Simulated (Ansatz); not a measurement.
Mulliken charges of CHClNSi (`N#C[SiH]Cl`) radical from r2SCAN/def2-TZVPP in Ansatz (PBE0-D4/def2-TZVP geometry).

```csv
atom,x (Å),y (Å),z (Å),charge (e)
N1,-1.370,0.131,-1.828,-0.066
C2,-0.756,0.007,-0.858,-0.182
Si3,0.105,-0.310,0.730,0.456
Cl4,2.040,-0.811,0.347,-0.185
H5,0.031,0.909,1.567,-0.024
```

Problem. By hand: the dipole of these point charges (1 e Å = 4.8032 D).

Solution. Σ q r = (-0.102, -0.023, 0.508) e Å, of length 0.519 e Å = 2.49 D.

Problem. How does the dipole of the full density compare? (An estimate is asked.)

Solution. Ansatz gave: (0.206, -0.041, 0.592) e Å, 3.02 D; the point charges give 0.82 times that, at 31° from its direction.

Point charges leave out the atoms' own dipoles, such as those of lone pairs, and Mulliken's split depends on the basis, so the two needn't agree.
